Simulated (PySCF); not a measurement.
# Polarisability and C₆ of Pd³⁺ (palladium, charge +3)

[Kr] 4d7, high-spin 4F determinant. All numbers are calculated (PySCF 2.14, scalar relativity by spin-free X2C-1e, in x2c-TZVPPall with one added diffuse shell each of s, p, d, f type (9s7p7d3f1g, 95 functions)). Coupled (time-dependent) response in atomic units; α is the mean over directions.

```json
{"method": "UHF", "mean α (bohr³)": "4.008", "C₆ (like pair)": "18.04", "S(−4)": "2.784"}
{"method": "PBE", "mean α (bohr³)": "4.389", "C₆ (like pair)": "19.91", "S(−4)": "3.814"}
{"method": "PBE0", "mean α (bohr³)": "4.249", "C₆ (like pair)": "19.22", "S(−4)": "3.408"}
```

S(−4) is the Cauchy moment in α(ω) = α(0) + S(−4) ω² + …

Spin-orbit coupling is absent.

α(iu) at PBE0:

| u (hartree) | α(iu) (bohr³) |
| --- | --- |
| 0 | 4.249 |
| 0.0500 | 4.240 |
| 0.100 | 4.215 |
| 0.200 | 4.120 |
| 0.300 | 3.976 |
| 0.500 | 3.610 |
| 0.750 | 3.128 |
| 1.00 | 2.694 |
| 1.50 | 2.014 |
| 2.00 | 1.535 |
| 3.00 | 0.9483 |
| 5.00 | 0.4461 |

A single London oscillator, α(iu) = α/(1 + u²/ω²), gives C₆ = (3/4) ω α². Matching the computed C₆ needs ω = 4 × 19.22 / (3 × 4.249²) = 1.42 hartree.

For an ion, C₆ is the dispersion term alone; charge-induced terms of lower order in 1/R come first.
